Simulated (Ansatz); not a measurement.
`C=CO[Si](F)(F)F` + `F[SiH2][SiH](F)F` → `F[SiH](F)[Si](F)(F)F` + `C=CO[SiH2]F`  (redistribution)

Gas-phase electronic energies from Ansatz, PBE0-D4/def2-TZVP geometries. CBS: MP2 limit from def2 TZ/QZ plus the TZ coupled-cluster correction, frozen cores. Functionals use def2-TZVPP. Each species was taken in one conformer, which may not be the lowest.

```
          level  ΔE (kcal/mol)
        PBE0-D4            1.2
CCSD/def2-TZVPP            1.6
```

**Question.** What does CCSD(T)/CBS give? (Best estimate.)

**Answer.** Computed: +1.3 kcal/mol. The listed levels differ from it by -0.1, 0.3 kcal/mol.

Largest T1 diagnostic among the species: 0.013.

From PBE to PBE0 (25 % exact exchange), in def2-TZVPP and without D4, ΔE moves by +1.3 kcal/mol. In def2-TZVPP, CCSD(T) changes the Hartree–Fock value by −0.9 kcal/mol (the triples alone add −0.3 kcal/mol) and MP2 by −1.8 kcal/mol.
